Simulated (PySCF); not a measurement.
r2SCAN on Ba⁻ (barium, charge -1), [Xe] 5d1 6s2, 2D determinant. All numbers are calculated (PySCF 2.14, the spin-free X2C one-electron Hamiltonian (Gaussian nucleus), in aug-cc-pVDZ-X2C (8s7p5d, 54 functions)).

```
cycle= 1 E= -8134.72704484112  delta_E= -0.000851  |g|= 0.0302  |ddm|= 0.542
cycle= 2 E= -8134.72407787953  delta_E= 0.00297  |g|= 0.0456  |ddm|= 0.73
cycle= 3 E= -8134.73041123532  delta_E= -0.00633  |g|= 0.00435  |ddm|= 0.435
cycle= 4 E= -8134.73075047415  delta_E= -0.000339  |g|= 0.00209  |ddm|= 0.0701
cycle= 5 E= -8134.73087486566  delta_E= -0.000124  |g|= 0.00133  |ddm|= 0.0588
cycle= 6 E= -8134.73088252015  delta_E= -7.65e-06  |g|= 0.00017  |ddm|= 0.0185
cycle= 7 E= -8134.73088270682  delta_E= -1.87e-07  |g|= 7.7e-05  |ddm|= 0.00472
cycle= 8 E= -8134.73088278665  delta_E= -7.98e-08  |g|= 1.81e-05  |ddm|= 0.00235
cycle= 9 E= -8134.73088279267  delta_E= -6.02e-09  |g|= 8.38e-06  |ddm|= 0.000518
cycle= 10 E= -8134.73088279382  delta_E= -1.15e-09  |g|= 1.27e-06  |ddm|= 0.000368
cycle= 11 E= -8134.73088279385  delta_E= -3.27e-11  |g|= 2.98e-07  |ddm|= 0.000105
converged SCF energy = -8134.73088279385  <S^2> = 0.94160178  2S+1 = 2.1832103
```

Highest occupied orbital energy: 1.375 eV; ⟨L²⟩ = 6.61; populations by l: s 11.90, p 24.00, d 21.10.

Problem. Can this result be used?

Solution. With care. Self-consistency was reached. Spin-orbit coupling, absent here, splits the open shell strongly. ⟨S²⟩ = 0.94 against 0.75 shows spin contamination. The configuration of this anion was assumed by filling the next shell in order. It is not the known or likely ground configuration (Ca⁻, Sr⁻ and Ba⁻, for instance, bind a p electron), so these values are not the electron affinity of the element. At r2SCAN the highest occupied level has a positive energy, so only the finite basis holds that electron.
